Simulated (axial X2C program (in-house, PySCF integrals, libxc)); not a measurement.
# LiPt⁺: cheaper levels and CCSD(T), two-component

Calculated with an in-house relativistic program for diatomic molecules. Two-component (2c) means X2C with spin–orbit coupling and atomic mean-field two-electron Coulomb and Gaunt terms. Basis: Pt dyall-cv3z [13s14p9d6f4g], Li dyall-cv3z [7s8p2d] (cores contracted in-house); Gaussian nuclei, density fitting, unrestricted open shells. Masses: Pt 194.965 u, Li 7.016 u.

State: Ω = 3 (⟨Sz⟩ = 0.99, ⟨Lz⟩ = 2.01 at HF); fragments Pt + Li+.

```
level  Re (Å)  ωe (cm⁻¹)  De (eV)
 PBE0   2.531      321.0     1.03
   HF   2.612      285.3    0.951
 CCSD   2.553      324.0    0.962
  LDA   2.489      329.3     1.00
```

Correlated methods: 10 electrons correlated (number of frozen shells: Pt 5 s, 4 p, 2 d, 1 f; Li 1 s), 266 virtual spin orbitals or spinors in MP2, 90 natural virtuals in coupled cluster.

CCSD(T), same Hamiltonian and basis:

Re = 2.554 Å, ωe = 326.0 cm⁻¹, De = 0.96 eV; T1 = 0.026 (Lee–Taylor normalisation).

Problem. Give the differences from CCSD(T) in the columns below.

Solution. 

| level | ΔRe (Å) | Δωe (cm⁻¹) | ΔDe (eV) |
| --- | --- | --- | --- |
| PBE0 | -0.023 | -5 | 0.07 |
| HF | 0.058 | -41 | -0.01 |
| CCSD | -0.001 | -2 | 0.00 |
| LDA | -0.065 | 3 | 0.04 |

The state is one determinant whose occupation by symmetry is held fixed; it was picked as the lowest of a PBE0 search that is not exhaustive. De is counted from the lowest determinant-based energies of the atoms at the same level, without counterpoise correction. Density functionals use the spin component along the axis (collinear). CCSD and (T) use frozen natural virtuals with an MP2 correction for the truncation; (T) itself is uncorrected, so its De runs slightly low. Other states lie close and PBE0, whose exact exchange favours high spin, may order them wrongly; the determinant shown need not be the ground state. The nearest other 2c determinant of the search, Ω = 2, lies 0.33 eV up at the distance of the search. Without a current term, density functionals place determinants with orbital angular momentum somewhat too high. The atomic limit has a lower orbital projection than the molecule and lies lower at mean-field level, so De may be about a tenth of an eV too small. With several unpaired electrons one determinant need not be a pure state.
